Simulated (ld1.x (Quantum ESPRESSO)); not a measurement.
Values are calculated unless marked as measured or tabulated.
## Hardness and transferability of assorted potentials

Generated with ld1.x 7.5 (TM, RRKJ, ultrasoft, PAW), atompaw 4.2 or ONCVPSP 4.0.1. The cutoff is in Ry: for ld1.x and atompaw files where the sum of valence levels is converged to 10 mRy in a Bessel basis, for ONCV files where the hardest occupied wave has 1 mHa per electron of residual kinetic energy. The error is the largest all-electron minus pseudo excitation energy over each file’s own four to seven test configurations (ionisations up to +4, promotions, holes and added fractions of an electron), all of which were solved. The labels leave out finer settings (local radius, basis sizes, second energies), which also bear on the numbers. Spin-polarised tests are not counted. The rows are a selection from randomly drawn settings: files with unsolved tests, undetermined cutoffs or missed reference levels are left out.

A true bound ghost makes a file unfit for plane-wave use even where its test errors are small: the radial tests pick states by their node count and pass the ghost by.

| element | potential | cutoff (Ry) | largest error (meV) | bound ghosts |
| --- | --- | --- | --- | --- |
| Ne | RRKJ, PBE, non-relativistic, rc 0.65/1.15 (sp), local s, core correction no, reference 2s2 2p6 | 200 | +1751 | none |
| P | ultrasoft, PBE, scalar-relativistic, rc 1.85/1.65/2.05 (spd), local smoothed, core correction yes, reference 3s2 3p3 | 10 | +9.6 | none |
| Mn | ultrasoft, PBE, fully relativistic, rc 2.70/2.45/2.10 (spd), local smoothed, core correction yes, reference 3d5 4s2 4p0 | 25 | -296 | none |
| I | TM, PBE, non-relativistic, rc 1.65/2.25/1.45 (spd), local s, core correction yes, reference 4d10 5s2 5p5 | 100 | -572 | none |
| Er | TM, PBE, fully relativistic, rc 2.05/1.45/2.70 (spd), local s, core correction yes, reference 5s2 5p6 5d1 6s0 6p0 | 70 | +2308 | none |

(1) Fill in the row for Tm: TM, Wu–Cohen, scalar-relativistic, rc 3.10/3.25/3.20/3.10 (spdf), local smoothed, core correction no, reference 5d1.5 6s1.5 6p0.

## Answers

(1) cutoff 15 Ry, largest error -58 meV, bound ghosts: f.
